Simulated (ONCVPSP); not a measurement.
**Transferability test, ONCV potential for iridium**

- Element: Ir
- Generator: ONCVPSP 4.0.1
- Type: optimised norm-conserving Vanderbilt (ONCV)
- Functional: PBE
- Relativity: scalar-relativistic
- Frozen core: [Kr] 4d10 4f14
- Valence charge: 17
- Reference configuration: 5s2 5p6 5d8 6s1
- Partial waves: 5s+6s: rc 1.65 bohr, ncon 3, nbas 6, qcut 9.4 1/bohr, 2 projectors; 5p: rc 1.45 bohr, ncon 4, nbas 7, qcut 10.8 1/bohr, 1 projector; 5d: rc 2.50 bohr, ncon 3, nbas 8, qcut 6 1/bohr, 2 projectors, debl 0.7 Ha
- Local potential: polynomial inside 1.20 bohr (lpopt 4, dvloc0 1 Ha)
- Core correction: polynomial model core, fcfact 0.6

Energies are relative to the spin-unpolarised reference configuration 5s2 5p6 5d8 6s1; without spin polarisation the order of configurations can differ from experiment.

Q: Give the all-electron excitation energy and the error of the potential for: 5s2 5p6 5d7 6s2; 5s2 5p6 5d7 6s1; 5s2 5p6 5d7 6s0; 5s2 5p6 5d8 6s0.

A:

```tsv
valence configuration	charge	ΔE all-electron (eV)	error AE − PS (meV)
5s2 5p6 5d7 6s2	0	0.334	+20
5s2 5p6 5d7 6s1	+1	10.213	+9.7
5s2 5p6 5d7 6s0	+2	27.682	-7.5
5s2 5p6 5d8 6s0	+1	8.967	-3.3
```
